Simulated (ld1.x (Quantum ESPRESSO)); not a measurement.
mercury, TM: configuration errors across variants

ld1.x (Quantum ESPRESSO) 7.5 input, shortened:

```
&input
   title='Hg', zed=80., rel=1, dft='PZ', iswitch=3,
   config='[Xe] 4f14 5d10 6s2 6p0'
 /
 &inputp
   pseudotype=2, tm=.true., lloc=-1, rcloc=2.05,
   nlcc=.false.
 /
3
6S  1  0   2.00   0.00  1.60  1.60  0.0
6P  2  1   0.00   0.00  2.85  2.85  0.0
5D  3  2  10.00   0.00  1.80  1.80  0.0
 &test
   configts(1)='5d10 6s2 6p0'
 /
```

All-electron excitation energies from the reference (eV): (1) 5d10 6s1 6p0 11.048; (2) 5d10 6s0 6p0 30.444; (3) 5d9 6s0 6p0 66.256; (4) 5d10 6s1.5 6p0 4.526; (5) 5d9 6s2 6p1 10.356; (6) 5d10 6s1 6p1 6.163; (7) 5d8 6s0 6p0 116.292; (8) 5d10 6s1 6p0 spin 10.887; (9) 5d9 6s0 6p0 spin 66.104.

Spin tests fill each open shell by Hund’s rule, majority spin first.

Tests that are not counted but printed errors over 1 eV. “wave 6s (bound): rc 1.60 bohr becomes 6s (bound): rc 1.36 bohr”: 5d9 6s2 6p1 (solver errors, printed error -1097 eV).

1 further variants failed, have other tests or too few solved ones, and are left out.

A true bound ghost makes a file unfit for plane-wave use even where its test errors are small: the radial tests pick states by their node count and pass the ghost by. Where a test does run into it, the solver fails or the error is huge.

Errors AE − PS in meV (a dash: test not solved or not reliable):

| change | (1) | (2) | (3) | (4) | (5) | (6) | (7) | (8) | (9) | bound ghosts |
| --- | --- | --- | --- | --- | --- | --- | --- | --- | --- | --- |
| base | -4.3 | +33 | +11 | -2.8 | -201 | +2.9 | -123 | +7.7 | +111 | s |
| core correction a·sin(br)/r model core inside 1.10 bohr | -21 | -26 | -102 | -8.3 | -237 | -9.5 | -383 | -16 | -94 | s |
| local potential all-electron potential smoothed inside 2.78 bohr (lloc = -1) | +2.6 | +27 | -66 | -0.2 | -39 | +4.1 | -359 | +14 | +33 | none |
| wave 6s (bound): rc 1.60 bohr becomes 6s (bound): rc 1.36 bohr | +14 | +157 | +106 | +1.1 | – | +19 | -72 | +69 | +206 | s |
| wave 6p (bound): rc 2.85 bohr becomes 6p (bound): rc 2.42 bohr | -4.3 | +33 | +11 | -2.8 | -198 | +3.0 | -123 | +7.7 | +111 | s |

Question: Give the same row for: all radii scaled by about 1.16 (s 1.86, p 3.32, d 2.10 bohr); local potential all-electron potential smoothed inside 2.40 bohr (lloc = -1).

Answer: -2.2, -5.6, -16, -1.2, -16, +2.0, -149, +2.5, +82; bound ghosts: none.
